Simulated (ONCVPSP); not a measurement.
# K (Z = 19), ONCV: configuration errors across variants

potassium (K), optimised norm-conserving Vanderbilt (ONCV), made with ONCVPSP 4.0.1 (PBE, fully relativistic). Core [Ne], reference 3s2 3p6 4s0.75 4p0.25. Waves: 3s+4s: rc 1.80 bohr, ncon 4, nbas 8, qcut 5.9 1/bohr, 2 projectors; 3p+4p: rc 2.30 bohr, ncon 3, nbas 6, qcut 6.1 1/bohr, 2 projectors; d scattering state at 0.33 Ha: rc 1.90 bohr, ncon 4, nbas 8, qcut 6 1/bohr, 2 projectors, debl 3 Ha. Local part: polynomial inside 1.65 bohr (lpopt 1, dvloc0 4 Ha). Core correction: none.

Open shells are filled in proportion to 2j + 1.

All-electron excitation energies from the reference (eV): (1) 3s2 3p6 4s1 4p0 -0.381; (2) 3s2 3p6 4s0 4p0 3.933; (3) 3s2 3p6 4s0.5 4p0 1.261; (4) 3s2 3p6 4s0 4p1 1.172.

Errors AE − PS in meV (a dash: test not solved or not reliable):

| change | (1) | (2) | (3) | (4) | bound ghosts | GHOST(+) flags above zero |
| --- | --- | --- | --- | --- | --- | --- |
| base | 0.0 | 0.0 | 0.0 | 0.0 | none | none |
| s: rc 1.28; local potential polynomial inside 1.28 bohr (lpopt 1, dvloc0 4 Ha) | 0.0 | 0.0 | 0.0 | 0.0 | none | p3/2 |
| s: rc 1.48; local potential polynomial inside 1.48 bohr (lpopt 1, dvloc0 4 Ha) | 0.0 | 0.0 | 0.0 | 0.0 | none | none |
| s: rc 1.78 | 0.0 | 0.0 | 0.0 | 0.0 | none | none |
| s: rc 1.92 | 0.0 | 0.0 | 0.0 | 0.0 | none | none |
| s: rc 2.14 | 0.0 | 0.0 | 0.0 | 0.0 | none | none |
| s: rc 2.34 | 0.0 | 0.0 | 0.0 | 0.0 | none | none |

Q: Give the same row for: s: rc 2.6.

A: 0.0, -0.1, 0.0, 0.0; bound ghosts: none; GHOST(+) flags above zero: none.
